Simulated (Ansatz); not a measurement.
A trace of molecular dynamics of H$_{8}$NOPSi (12 atoms, charge 0, multiplicity 1).

Theory: RKS PBE0/STO-3G in Ansatz 0.2.0.

```yaml
ensemble: NVE (velocity Verlet)
starting_velocities_drawn_for: 300 K
seed: 2409
```

```tsv
time (fs)	T (K)	potential energy less start (eV)	conserved less start (meV/atom)
0.0	300	0.000	0.00
4.0	167	0.175	0.19
8.0	194	0.138	0.12
12.0	287	0.017	0.01
16.0	276	0.033	0.17
20.0	430	-0.167	0.07
24.0	512	-0.274	0.05
28.0	482	-0.233	0.21
32.0	635	-0.432	0.11
36.0	751	-0.583	0.07
40.0	769	-0.604	0.21
44.0	888	-0.759	0.12
48.0	1025	-0.936	0.05
52.0	1072	-0.996	0.17
56.0	1150	-1.097	0.12
60.0	1225	-1.195	0.05
64.0	1181	-1.136	0.15
68.0	1227	-1.197	0.11
72.0	1251	-1.228	0.03
76.0	1192	-1.151	0.12
80.0	1216	-1.182	0.11
84.0	1269	-1.252	0.00
88.0	1159	-1.109	0.12
92.0	1117	-1.054	0.14
96.0	1168	-1.122	0.04
100.0	1104	-1.037	0.17
```

Problem. Is this trajectory sound?

Solution. The conserved energy stayed within 0.25 meV per atom of its start (net change 0.17 meV per atom), so the integration is sound. The system heated up, since it started high on the potential surface and ran downhill. A run of 0.1 ps of so small a system gives no equilibrium averages. The orbitals stay closed-shell, which can raise the energy where a bond breaks towards radicals; this wasn't checked here. Limits of this set-up: minimal basis. The time step was 0.5 fs.

The run took 7.3 min on 1 thread of Arm Neoverse V1, with other jobs on the host, peak memory 0.098 GiB.
